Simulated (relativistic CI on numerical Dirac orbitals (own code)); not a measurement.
Method of calculation: Dirac-Coulomb-Breit CI, separate exchange-only KLI orbitals for each configuration, QED by a radiative potential, unscaled Slater integrals (own radial code, finite nucleus).

The strongest absorption lines from the ground level of an ion, among the configurations computed and to levels below about 644 eV (vacuum wavelength in Å, gf): 21.989 (2.3), 22.310 (0.24), 24.647 (0.15), 25.864 (0.13), 26.768 (4.6), 27.458 (0.19), 36.844 (0.084), 37.302 (0.46).

Which ion is it?
A. Rh XX
B. Ag XX
C. Tc XVI
D. Rh XVIII

D. Rh XVIII has 28 electrons and the ground level 3p6 3d10 1S_0; the strongest line goes to 3p6 3d9 4f 1P°_1. The pattern of lines fixes the number of electrons, and along that sequence the line energies rise steadily with the charge (about as its square where n changes within one kind of shell, about linearly where n is kept but much faster in heavy ions where fine structure, which grows about as Z⁴, sets the gap, and irregularly where shells cross), which fixes Z. Configurations outside the model, such as inner-shell arrays, can give stronger lines. At this charge energies of transitions that change n are usually good to better than 1 %, and those within a shell (Δn = 0) to a few per cent.

LS names give the leading component of a level, which can be under half, so a name can repeat, a term be missing and a line seem to break the LS rules.
